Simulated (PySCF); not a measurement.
An unknown is described by computed data only.

Formula: C4H6Si2.

- 1H NMR: chemical shifts (computed TMS as zero) by class: 4.75 (2 H), 4.25 (3 H), 1.93 (1 H) ppm [GIAO PBE0/pcSseg-1]
- Polarisability: 99.8 au [PBE0/def2-SVPD]
- NMR, other nuclei: isotropic shieldings of nuclei other than C and H, by class: 443 (1 Si), 448 (1 Si) ppm [GIAO PBE0/pcSseg-1]
- 13C NMR: chemical shifts (computed TMS as zero) by class: 114.8 (1 C), 113.4 (1 C), 104.2 (1 C), 83.7 (1 C) ppm [GIAO PBE0/pcSseg-1]
- Triplet: lowest triplet excitation (Tamm–Dancoff): 4.60 eV [TDA PBE0/def2-SVPD]
- UV, first state: lowest singlet excitation: 5.62 eV (221 nm, f = 0.000) [TDDFT PBE0/def2-SVPD]
- Rotational structure: rotational constants A, B, C: 5.698, 0.786, 0.702 GHz [GFN2-xTB]
- UV, strongest line: among the 6 lowest singlet transitions: S5 at 6.31 eV (196 nm, f = 0.018) [TDDFT PBE0/def2-SVPD]
- Dipole: 0.30 D [PBE0/def2-SVPD]

Electronic properties: PySCF, gas phase, density fitting. Levels stand in brackets. Isolated species at its GFN2-xTB geometry, gas phase. Each NMR value is the plain mean over a class of atoms that symmetry, rotation or inversion makes alike.

Task: What is the compound? Reason from the data.

Result: Numbering: `[CH:1]#[C:2][SiH2:3][C:4]#[C:5][SiH3:6]`. Its formula, C4H6Si2, gives 4 degrees of unsaturation: 0 rings and 4 π bonds in the structure found. 4 carbons fall into 4 classes; from least to most shielded: alkyne carbon [C4] (114.8 ppm), alkyne carbon [C5] (113.4 ppm), terminal alkyne carbon [C1] (104.2 ppm), alkyne carbon [C2] (83.7 ppm). Hydrogen classes from least to most shielded: 2 H on an SiH2 silicon, Si3 (4.75 ppm), 3 H on an SiH3 silicon, Si6 (4.25 ppm), 1 H on a terminal alkyne carbon, C1 (1.93 ppm). The other shieldings belong to: 443 ppm, SiH2 silicon [Si3]; 448 ppm, SiH3 silicon [Si6]. By its constants the optimised geometry is an asymmetric top. Structure: `C#C[SiH2]C#C[SiH3]`. The assignments are read from this structure; whether some other isomer fits the data as well wasn't checked.
